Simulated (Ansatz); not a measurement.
Nudged elastic band run: Si16Ge

input.yaml

```yaml
crystal:
  lattice:
    - [0.0, 5.43, 5.43]
    - [5.43, 0.0, 5.43]
    - [5.43, 5.43, 0.0]
  atoms:
    - { symbol: Si, position: [0.00027006, -0.00179058, 0.00068604] }
    - { symbol: Si, position: [0.12003271, 0.12981481, 0.12056937] }
    - { symbol: Si, position: [-0.01235629, 0.00428204, 0.50400813] }
    - { symbol: Si, position: [0.11996793, 0.12983953, 0.62947114] }
    - { symbol: Si, position: [0.00022033, 0.50106911, 0.00065694] }
    - { symbol: Si, position: [0.12472303, 0.62522889, 0.12498028] }
    - { symbol: Si, position: [0.00017488, 0.5010606, 0.49797059] }
    - { symbol: Si, position: [0.11991343, 0.62102051, 0.62946594] }
    - { symbol: Si, position: [0.50345952, 0.00433465, -0.01168972] }
    - { symbol: Si, position: [0.62908736, 0.12982951, 0.12042958] }
    - { symbol: Si, position: [0.50329272, 0.004442, 0.50366392] }
    - { symbol: Si, position: [0.62419689, 0.12570183, 0.62489684] }
    - { symbol: Si, position: [0.49772247, 0.50102934, 0.00052848] }
    - { symbol: Si, position: [0.62900253, 0.62104934, 0.12045715] }
    - { symbol: Si, position: [0.50314122, 0.48907638, 0.50372212] }
    - { symbol: Si, position: [0.62891607, 0.62109526, 0.62926264] }
    - { symbol: Ge, position: [0.37419603, 0.87570387, 0.37489695] }
basis:
  ecutwfc: 420.0
kpoints:
  mp_grid: { grid: [2, 2, 2] }
hamiltonian:
  xc: pbe
  pseudopotentials: { kind: paw, azcp: { folder: soft_1 } }
scf:
  occupations: { method: fermi_dirac, width: 0.02 }
  lower_state_search: "off"
  max_iter: 90
neb:
  images: 3
  f_tol: 0.2
  max_iterations: 50
  order_check: false
  final_atoms:
    - { symbol: Si, position: [-0.00061805, 0.0013435, -0.00017501] }
    - { symbol: Si, position: [0.12062254, 0.12214541, 0.12116285] }
    - { symbol: Si, position: [-0.00471972, -0.00376194, 0.50438118] }
    - { symbol: Si, position: [0.12079174, 0.1219138, 0.63642518] }
    - { symbol: Si, position: [-0.00483589, 0.50542847, -0.00465555] }
    - { symbol: Si, position: [0.1207034, 0.63786871, 0.12071558] }
    - { symbol: Si, position: [-0.00478609, 0.5053422, 0.50420032] }
    - { symbol: Si, position: [0.1268234, 0.62503985, 0.62414485] }
    - { symbol: Si, position: [0.50395949, -0.00363027, -0.00434077] }
    - { symbol: Si, position: [0.63600464, 0.12217943, 0.12113912] }
    - { symbol: Si, position: [0.5040375, -0.00374558, 0.50436987] }
    - { symbol: Si, position: [0.62406993, 0.12742365, 0.62438651] }
    - { symbol: Si, position: [0.50403374, 0.50544022, -0.00466182] }
    - { symbol: Si, position: [0.62396287, 0.62510133, 0.12694165] }
    - { symbol: Si, position: [0.49980673, 0.50043264, 0.49993168] }
    - { symbol: Si, position: [0.62396213, 0.62504703, 0.624146] }
    - { symbol: Ge, position: [0.24937486, 1.25136074, 0.24982083] }
```

Run as:

```bash
$ ansatz run input.yaml --threads 1 --pin off --max-ram 3072MiB --backend cpu --events-out ev --progress --plain --runs-dir out
```

Output, in part (warnings, iteration lines):

```
NEB end point (image 0): max|allowed force component| = 6.283e-3 eV/Å (the criterion of neb.relax_end_points is 4.000e-2)
NEB end point (image 4): max|allowed force component| = 6.965e-3 eV/Å (the criterion of neb.relax_end_points is 4.000e-2)
NEB iter   1: max|band force component| = 1.726e0 eV/Å  barrier→ = 1.2673 eV  barrier← = 1.2673 eV  Δτ_max = 0.1568 Å  (45 SCF iters)
NEB iter   2: max|band force component| = 6.375e-1 eV/Å  barrier→ = 0.5975 eV  barrier← = 0.5975 eV  Δτ_max = 0.1914 Å  (24 SCF iters)
NEB iter   3: max|band force component| = 4.292e-1 eV/Å  barrier→ = 0.3711 eV  barrier← = 0.3711 eV  CI = image 2  Δτ_max = 0.0676 Å  (21 SCF iters)
NEB iter   4: max|band force component| = 8.948e-2 eV/Å  barrier→ = 0.3507 eV  barrier← = 0.3507 eV  CI = image 2  Δτ_max = 0.1970 Å  (19 SCF iters)
NEB iter   5: max|band force component| = 5.624e-1 eV/Å  barrier→ = 0.3592 eV  barrier← = 0.3592 eV  CI = image 2  Δτ_max = 0.1434 Å  (7 SCF iters)
NEB iter   6: max|band force component| = 1.970e-1 eV/Å  barrier→ = 0.3632 eV  barrier← = 0.3632 eV  CI = image 2  Δτ_max = 0.0000 Å  (21 SCF iters)
```

It converged. The band force fell under the threshold earlier too, but the program's further tests of the path sent the band on. The threshold of 0.2 eV/Å is loose, so the images may lie well off the minimum-energy path. The order of the stationary point at the top wasn't checked. Limits of this set-up: coarse k mesh.

Final band (atoms are numbered from 1 in the order of the input):

| image | path coordinate (Å) | energy (eV) | Si15–Ge17 (Å) | Si6–Ge17 (Å) |
| --- | --- | --- | --- | --- |
| 0 | 0.00 | 0.00 | 2.42 | 4.70 |
| 1 | 0.63 | 0.15 | 2.50 | 4.16 |
| 2 | 1.26 | 0.36 | 2.73 | 3.50 |
| 3 | 2.22 | 0.31 | 3.82 | 2.61 |
| 4 | 3.19 | 0.00 | 4.70 | 2.42 |

The run took 2.1 min on 1 thread of Arm Neoverse V2 (shared host), peak memory 0.74 GiB.
